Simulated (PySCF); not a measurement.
**Working with the constants of AlTe**

UHF-CCSD(T) constants of AlTe, ²Σ⁺ (doublet), unpaired electrons σ ↑ (PySCF, scalar-relativistic core potentials, basis sets Al def2-SVP, Te def2-SVP with ECP28; masses 26.9815 and 129.9062 u):

- ωe: 402.1 cm⁻¹
- ωexe: 1.76 cm⁻¹
- Be: 0.13214 cm⁻¹
- αe: 0.000653 cm⁻¹
- De to Al + Te: 2.76 eV

Question: What force constant and bond length do these constants imply?

Answer: Reduced mass μred = 22.341 u; k = 5.8918×10⁻⁷·μred·ωe² (u, cm⁻¹, mdyn/Å) = 2.13 mdyn/Å; Re = √(16.8576/(μred·Be)) (u, cm⁻¹, Å) = 2.390 Å.

Question: Estimate the centrifugal constant D from the Kratzer relation and find the Dunham coefficient a1.

Answer: D = 4Be³/ωe² = 5.71e-08 cm⁻¹; a1 = −1 − αeωe/(6Be²) = -3.51.

Correlated steps freeze 9 core orbitals. Correlated levels converge slowly with the basis: in double zeta they bind strong bonds too weakly, by up to about 1 eV, and carry superposition errors of some tenths. Spin–orbit coupling is left out, which matters for elements this heavy, above all for dissociation energies. The state is the lowest determinant that a PBE0 search found; another state may lie lower at other levels.
